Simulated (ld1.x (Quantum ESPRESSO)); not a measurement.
# holmium (Ho) RRKJ: all-electron and pseudo phase curves

ld1.x (Quantum ESPRESSO) 7.5 input, shortened:

```
&input
   title='Ho', zed=67., rel=0, dft='PBE', iswitch=3,
   config='[Xe] 4f10 5d1 6s2 6p0'
 /
 &inputp
   pseudotype=2, tm=.false., lloc=1,
   nlcc=.false.
 /
4
5S  1  0   2.00   0.00  1.90  1.90  0.0
5D  3  2   1.00   0.00  1.75  1.75  0.0
4F  4  3  10.00   0.00  1.05  1.05  0.0
5P  2  1   6.00   0.00  2.10  2.10  0.0
 &test
   configts(1)='4f10 5s2 5p6 5d1 6s2 6p0'
 /
```

Occupied shells without a wave of their own: 6s. They enter only through the test configuration that unscreens the potential.

The phase is arctan(r·u′/u) with u = r·R(r), unwrapped; energies in Ry, scanned from -5 to 5 Ry. A pole is an energy at which the radial function vanishes at the test radius. The pseudo phase is shifted by a multiple of π to meet the all-electron one at the reference energy, and phase errors are pseudo minus all-electron; the curves can meet again beyond the range given. Levels narrower than the energy grid can be missing from the lists of poles.

Question: For each channel, where are the poles, and over which energies does the pseudopotential scatter like the atom?

Answer:

```json
{"channel": "s", "radius (bohr)": "2.31", "reference energy (Ry)": "-3.44", "poles, all-electron": "-3.06", "poles, pseudo": "-3.06", "unbroken range about the reference energy with phases within 0.05 rad": "below 0.5", "phase error 1 Ry above the reference energy (rad)": "-0.002"}
{"channel": "p", "radius (bohr)": "2.31", "reference energy (Ry)": "-2.06", "poles, all-electron": "-1.42", "poles, pseudo": "-1.43", "unbroken range about the reference energy with phases within 0.05 rad": "below 1.0", "phase error 1 Ry above the reference energy (rad)": "-0.005"}
{"channel": "d", "radius (bohr)": "2.31", "reference energy (Ry)": "-0.22", "poles, all-electron": "1.47", "poles, pseudo": "1.49", "unbroken range about the reference energy with phases within 0.05 rad": "below 4.6", "phase error 1 Ry above the reference energy (rad)": "+0.002"}
{"channel": "f", "radius (bohr)": "2.31", "reference energy (Ry)": "-1.05", "poles, all-electron": "-0.99", "poles, pseudo": "-0.99", "unbroken range about the reference energy with phases within 0.05 rad": "below 1.7", "phase error 1 Ry above the reference energy (rad)": "+0.000"}
```

A Bessel basis up to 400 Ry misses an occupied level by 0.04 Ry, so cutoffs and ghosts were not judged.

Phases in the f channel:

```json
{"E (Ry)": "-5.00", "all-electron": "1.392", "pseudo": "1.391"}
{"E (Ry)": "-4.48", "all-electron": "1.383", "pseudo": "1.383"}
{"E (Ry)": "-3.96", "all-electron": "1.373", "pseudo": "1.373"}
{"E (Ry)": "-3.44", "all-electron": "1.361", "pseudo": "1.361"}
{"E (Ry)": "-2.92", "all-electron": "1.346", "pseudo": "1.345"}
{"E (Ry)": "-2.40", "all-electron": "1.326", "pseudo": "1.326"}
{"E (Ry)": "-1.88", "all-electron": "1.296", "pseudo": "1.296"}
{"E (Ry)": "-1.36", "all-electron": "1.214", "pseudo": "1.213"}
{"E (Ry)": "-0.84", "all-electron": "-1.758", "pseudo": "-1.758"}
{"E (Ry)": "-0.32", "all-electron": "-1.867", "pseudo": "-1.867"}
{"E (Ry)": "0.20", "all-electron": "-1.936", "pseudo": "-1.935"}
{"E (Ry)": "0.72", "all-electron": "-2.028", "pseudo": "-2.024"}
{"E (Ry)": "1.24", "all-electron": "-2.188", "pseudo": "-2.172"}
{"E (Ry)": "1.76", "all-electron": "-2.531", "pseudo": "-2.469"}
{"E (Ry)": "2.28", "all-electron": "-3.294", "pseudo": "-3.114"}
{"E (Ry)": "2.80", "all-electron": "-4.034", "pseudo": "-3.875"}
{"E (Ry)": "3.32", "all-electron": "-4.362", "pseudo": "-4.264"}
{"E (Ry)": "3.84", "all-electron": "-4.517", "pseudo": "-4.446"}
{"E (Ry)": "4.36", "all-electron": "-4.607", "pseudo": "-4.548"}
{"E (Ry)": "4.88", "all-electron": "-4.669", "pseudo": "-4.613"}
```
